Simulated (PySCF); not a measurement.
**The first ionisation energy along the 4p block**

All values are computed (PySCF 2.14, energy differences of UHF-based or UKS calculations, no spin-orbit coupling). Values in eV. The last column holds reference values (NIST; (s) semi-empirical, (t) theoretical, else measured). Unmarked ones compare directly (S terms, centres of terms, or small fine structure); those marked * lie between the lowest fine-structure levels and include a spin-orbit shift.

```tsv
element	configurations	UHF	MP2 (valence)	SCS-MP2 (valence)	CCSD (valence)	CCSD(T) (valence)	PBE0	reference
Ga (cc-pVTZ-DK, spin-free X2C)	[Ar] 3d10 4s2 4p1 → [Ar] 3d10 4s2	5.519	5.721	5.704	5.781	5.804	5.988	5.931
As (cc-pVTZ-DK, spin-free X2C)	[Ar] 3d10 4s2 4p3 → [Ar] 3d10 4s2 4p2	9.413	9.885	9.740	9.853	9.884	9.938	10.008
Kr (cc-pVTZ-DK, spin-free X2C)	[Kr] → [Ar] 3d10 4s2 4p5	13.051	13.978	13.893	13.861	13.898	14.073	14.222
```

| method | elements | mean error (eV) | mean absolute error (eV) | largest error (eV) |
| --- | --- | --- | --- | --- |
| UHF | 3 | -0.725 | 0.725 | -1.170 |
| MP2 (valence) | 3 | -0.192 | 0.192 | -0.244 |
| SCS-MP2 (valence) | 3 | -0.274 | 0.274 | -0.328 |
| CCSD (valence) | 3 | -0.222 | 0.222 | -0.360 |
| CCSD(T) (valence) | 3 | -0.191 | 0.191 | -0.324 |
| PBE0 | 3 | -0.054 | 0.092 | -0.149 |

Errors include the incompleteness of the basis and the frozen core.

"Valence" correlates the outer s and p shells and, in groups 3 to 12 and the f block, the outer d or f shell, open or full, or the next shell where the ion has no valence electron left; the wider scheme adds the next inner shell.
